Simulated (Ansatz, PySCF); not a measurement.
Process, species as SMILES: FC(Cl)(Cl)Cl [trichloro(fluoro)methane] → F atom + Cl[C](Cl)Cl (the C-F bond at the site shown breaks; other sites are not compared here)
Geometries: B3LYP-D3(BJ)/def2-TZVP minima from Ansatz (a program for electronic structure). Frequencies are from Ansatz or PySCF.
Geometry of the first species:
SMILES: FC(Cl)(Cl)Cl
```xyz
5

F      0.0593    -0.2557     1.5697
C      0.0093    -0.0403     0.2474
Cl     1.5264    -0.6185    -0.4731
Cl    -1.3746    -0.9350    -0.4150
Cl    -0.1864     1.7031    -0.0302
```
Charge 0, spin multiplicity 1.

Quantity: bond dissociation energy (enthalpy at 298 K, with B3LYP-D3(BJ) rigid-rotor harmonic-oscillator terms), in kcal/mol. Valence correlation only, unless marked. Open shells are spin-unrestricted. No spin-orbit coupling. No relativistic terms. Basis-set limits of correlation are two-point, X^-3; Hartree-Fock from the larger set. The bracket is a focal-point correction in the basis named.

```tsv
level	program	bond dissociation energy (kcal/mol)
PBE/def2-TZVPD	Ansatz	106.4
PBE-D4/def2-TZVPD	Ansatz + dftd4	107.2
BLYP-D4/def2-TZVPD	Ansatz + dftd4	102.9
r2SCAN/def2-TZVPD	Ansatz	101.3
PBE0-D3(BJ)/def2-TZVP	Ansatz + dftd3	101.3
r2SCAN0/def2-TZVPD	Ansatz	95.6
HSE06/def2-TZVPD	Ansatz	100.4
```

**Question.** Predict the RI-MP2/CBS(cc-pV(T+d)Z,cc-pV(Q+d)Z)+[CCSD(T)-MP2]/cc-pV(T+d)Z result (Ansatz).

**Answer.** 106.2 kcal/mol, so HSE06/def2-TZVPD differs from it by -5.8 kcal/mol.
